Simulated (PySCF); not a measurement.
Species: C₅H₆O₂.
Bonds: C1–C2 (double), C2–O3, O3–C4, C4–O5 (double), C4–C6, C6–C7 (double). Hydrogens: H8, H9 on C1; H10 on C2; H11 on C6; H12, H13 on C7.

Structure optimised with GFN2-xTB, isolated species.

Question: List the bond lengths, angles and torsions at this level.

Answer: 
| bond | length (Å) | order |
| --- | --- | --- |
| C1=C2 | 1.320 | double |
| C2–O3 | 1.372 | single |
| O3–C4 | 1.352 | single |
| C4=O5 | 1.204 | double |
| C4–C6 | 1.476 | single |
| C6=C7 | 1.325 | double |
| C1–H8 | 1.075 | single |
| C1–H9 | 1.073 | single |
| C2–H10 | 1.083 | single |
| C6–H11 | 1.079 | single |
| C7–H12 | 1.078 | single |
| C7–H13 | 1.076 | single |

Orders are formal, as drawn. A selection of angles:
| angle | degrees |
| --- | --- |
| C2–C1–H8 | 121.4 |
| C2–C1–H9 | 120.7 |
| H8–C1–H9 | 117.9 |
| C1–C2–O3 | 121.1 |
| C1–C2–H10 | 124.3 |
| O3–C2–H10 | 114.6 |
| C2–O3–C4 | 118.6 |
| O3–C4–O5 | 124.0 |
| O3–C4–C6 | 110.1 |
| O5–C4–C6 | 126.0 |
| C4–C6–C7 | 121.2 |
| C4–C6–H11 | 115.6 |
| C7–C6–H11 | 123.2 |
| C6–C7–H12 | 120.1 |
| C6–C7–H13 | 122.3 |
| H12–C7–H13 | 117.5 |

Torsions: C1–C2–O3–C4 180° (antiperiplanar); C2–O3–C4–O5 0° (synperiplanar); O3–C4–C6–C7 180° (antiperiplanar).

The 7 heavy atoms lie in one plane (0.001 Å rms). Of the pairs four or more bonds apart, O5···H10 is among the closest relative to their van der Waals radii: 2.30 Å, 85 % of the sum of Bondi's values. The C–O distances run from 1.204 Å (C4=O5, drawn double) to 1.372 Å (C2–O3, drawn single), a spread of 0.168 Å. O3 (ester single-bonded oxygen) is bent (angle 118.6°). The 3 C–C bonds span 1.320 Å (C1=C2, drawn double) to 1.476 Å (C4–C6, drawn single), a spread of 0.156 Å.

Point group: Cs (tolerance 0.08 Å). GFN2-xTB frequencies: not computed here. One conformer, not necessarily the lowest.
